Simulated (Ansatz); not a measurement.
BF2H4NSi can be A, `N[SiH2]B(F)F`, or B, `BN[SiH](F)F`.

Calculated with Ansatz (gas phase, PBE0-D4/def2-TZVP geometries, no zero-point term in ΔE). CCSD(T)/CBS is the MP2 limit (def2-TZVPP, def2-QZVPP) plus CCSD(T) − MP2 in def2-TZVPP, frozen cores. Functionals use def2-TZVPP. B3LYP here is the variant with VWN-RPA as its local correlation; programs differ in this. Each species was taken in one conformer, which may not be the lowest.

Problem. Which is lower in electronic energy at CCSD(T)/CBS, and by how much? (Estimate.)

Solution. The calculation gave: B, by 42.0 kcal/mol.

Problem. Give E(B) − E(A) in kcal/mol with B3LYP-D4, r2SCAN-D4, ωB97M-V, MP2/def2-TZVPP, PBE0-D4, CCSD/def2-TZVPP, CCSD(T)/def2-TZVPP. (An estimate is asked.)

Solution. Ansatz gave: B3LYP-D4 -39.6, r2SCAN-D4 -39.2, ωB97M-V -40.6, MP2/def2-TZVPP -43.1, PBE0-D4 -36.6, CCSD/def2-TZVPP -41.1, CCSD(T)/def2-TZVPP -40.5. None reverses the order clearly.

Problem. Does the order hold for the free energy at 298.15 K (harmonic terms from PBE0-D4)? (Estimate.)

Solution. Computed: Yes: G(B) − G(A) = -40.2 kcal/mol, for one conformer each. Modes under 60 cm⁻¹, often nearly free rotors, make the harmonic entropy too high.

Largest T1 diagnostic: 0.013.

From r2SCAN to r2SCAN0 (25 % exact exchange), in def2-TZVPP and without D4, E(B) − E(A) moves by −1.1 kcal/mol. Leaving LDA and LC-ωPBE aside and taking each functional with its dispersion term where it has one, the values, not all of them listed here, spread over 7.9 kcal/mol, from BHLYP-D4 to PBE-D4.
